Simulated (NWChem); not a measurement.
# C$_{2}$H$_{4}$BFO; SMILES C=CB(O)F

```xyz
9

B      0.0095    -0.5408    -0.0166
F      0.7979    -1.6111     0.0447
C      0.6696     0.8775    -0.0787
C     -0.0011     2.0273     0.0617
H      1.7556     0.9312    -0.2232
H      0.4889     3.0061     0.0298
H     -1.0860     2.0554     0.2278
O     -1.3188    -0.7797    -0.0190
H     -1.8477     0.0191    -0.1003
```
Atoms are numbered in this order, from 1.

Program: NWChem. Pople sets run with spherical d functions. Geometry: optimised at PBE0/def2-SVP. Vertical excitations in the gas phase; the lowest state need not have the same character in each row.

Order these by “lowest excitation, singlet (eV)”, lowest first: B3LYP/6-31G*, TDA; BHandHLYP/6-31G*, TDA; LDA (Slater exchange, VWN5)/6-31G*, TDA.

LDA (Slater exchange, VWN5)/6-31G*, TDA (5.92), B3LYP/6-31G*, TDA (6.59), BHandHLYP/6-31G*, TDA (7.21)
